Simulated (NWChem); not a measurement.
# Si2H5O2Cl; SMILES O[SiH2]O[SiH2]Cl

```xyz
10

O      1.2765    -1.4813    -0.5968
Si    -0.1890    -1.8666     0.0665
O     -1.1820    -0.5211     0.0935
Si    -1.0376     1.1124     0.0194
Cl     0.8038     1.6532     0.8336
H      1.7818    -0.7926    -0.1500
H     -0.0657    -2.3422     1.4724
H     -0.8018    -2.8872    -0.8146
H     -1.0504     1.5979    -1.3833
H     -2.0962     1.7457     0.8417
```
Atoms are numbered in this order, from 1.

All runs: NWChem. Coordinates come from a PBE0/def2-SVP optimisation. Level: M05-2X/def2-SVP with SMD (1 M gas to 1 M solution), gas-phase geometry. Reactions with the solvent are ignored.

| solvent | dielectric constant | solvation free energy (kcal/mol) | cavity-dispersion-structure term (kcal/mol) | dipole in solution (D) |
|---|---|---|---|---|
| water | 78.4 | [?] | [?] | [?] |
| acetonitrile | 35.7 | -3.4 | -0.8 | 1.09 |
| 2-propanol | 19.3 | -4.9 | -0.7 | 1.11 |
| tetrahydrofuran | 7.43 | -3.3 | -1.5 | 1.07 |
| cyclohexanone | 15.6 | -3.1 | -1.1 | 1.09 |

Question: Fill in the missing entries.

Answer: 
- water, solvation free energy (kcal/mol): -2.0
- water, cavity-dispersion-structure term (kcal/mol): 2.9
- water, dipole in solution (D): 1.16
